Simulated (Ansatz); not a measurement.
Start from `[CH3][SnH]([OH])[Br]` and change one atom or group to get `[OH][SnH]([OH])[Br]`.

Ansatz, PBE0-D4/def2-TZVP geometries, multiplicity 1. Each molecule was computed in one conformer, which needn't be the lowest.

Elements past krypton have def2 core potentials. Scalar relativity is left out up to krypton. Spin–orbit coupling is left out; it splits and shifts lone-pair levels of the heavy atoms by tenths of an eV.

```json
{"property": "HOMO energy (B3LYP/def2-TZVPP) / eV", "`[CH3][SnH]([OH])[Br]`": "-7.85"}
{"property": "LUMO energy (PBE/def2-TZVPP) / eV", "`[CH3][SnH]([OH])[Br]`": "-1.70"}
{"property": "LUMO energy (PBE0/def2-TZVPP) / eV", "`[CH3][SnH]([OH])[Br]`": "-0.78"}
{"property": "HOMO–LUMO gap (PBE/def2-TZVPP) / eV", "`[CH3][SnH]([OH])[Br]`": "5.11"}
{"property": "HOMO energy (ωB97M-V/def2-TZVPP) / eV", "`[CH3][SnH]([OH])[Br]`": "-10.30"}
{"property": "LUMO energy (ωB97M-V/def2-TZVPP) / eV", "`[CH3][SnH]([OH])[Br]`": "1.09"}
```

What does the change do to each property? (Best estimate.)

Computed: 
```json
{"property": "HOMO energy (B3LYP/def2-TZVPP) / eV", "`[OH][SnH]([OH])[Br]`": "-8.40", "shift": "-0.55"}
{"property": "LUMO energy (PBE/def2-TZVPP) / eV", "`[OH][SnH]([OH])[Br]`": "-2.44", "shift": "-0.74"}
{"property": "LUMO energy (PBE0/def2-TZVPP) / eV", "`[OH][SnH]([OH])[Br]`": "-1.51", "shift": "-0.73"}
{"property": "HOMO–LUMO gap (PBE/def2-TZVPP) / eV", "`[OH][SnH]([OH])[Br]`": "4.83", "shift": "-0.28"}
{"property": "HOMO energy (ωB97M-V/def2-TZVPP) / eV", "`[OH][SnH]([OH])[Br]`": "-10.92", "shift": "-0.62"}
{"property": "LUMO energy (ωB97M-V/def2-TZVPP) / eV", "`[OH][SnH]([OH])[Br]`": "0.43", "shift": "-0.66"}
```

With PBE0 the HOMO falls by 0.58 eV and the LUMO falls by 0.73 eV, so the gap narrows by about 0.15 eV. PBE moves the HOMO by -0.46 eV and ωB97M-V by -0.62 eV. The zero-point energy changes by -60.0 kJ/mol with -6 modes.

B3LYP here is the variant with VWN-RPA as its local correlation; programs differ in this.
